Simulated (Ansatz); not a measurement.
Species: sum formula Si2H5Cl, charge 0, multiplicity 1. SMILES: Cl[SiH2][SiH3]
Geometry: optimised at B3LYP-D3(BJ)/def2-TZVP (Ansatz, a quantum-chemistry and plane-wave program).

Property: atomisation energy (electronic, to ground-state atoms), in kcal/mol. Correlated levels leave the core frozen unless marked. Open shells are spin-unrestricted. Spin-orbit coupling is left out. No relativistic terms. The coupled-cluster limit lacks core correlation, which all-electron functionals hold. Basis-set limits of correlation are two-point, X^-3; Hartree-Fock from the larger set (for Q and 5 zeta extrapolated as (X+1)exp(-9√X)).

```
level              program  atomisation energy (kcal/mol)
-----------------  -------  -----------------------------
HF/6-31G            Ansatz                          346.4
SVWN5/def2-TZVPD    Ansatz                          601.8
r2SCAN/def2-TZVPD   Ansatz                          548.5
PBE0/STO-3G         Ansatz                          738.9
PBE0/6-31G*         Ansatz                          532.2
PBE0/def2-TZVPD     Ansatz                          538.8
BHLYP/def2-TZVPD    Ansatz                          538.3
```

Question: Predict the CCSD(T)/CBS(cc-pV(Q+d)Z,cc-pV(5+d)Z) result (Ansatz).

Answer: 551.5 kcal/mol, so BHLYP/def2-TZVPD differs from it by -13.2 kcal/mol.
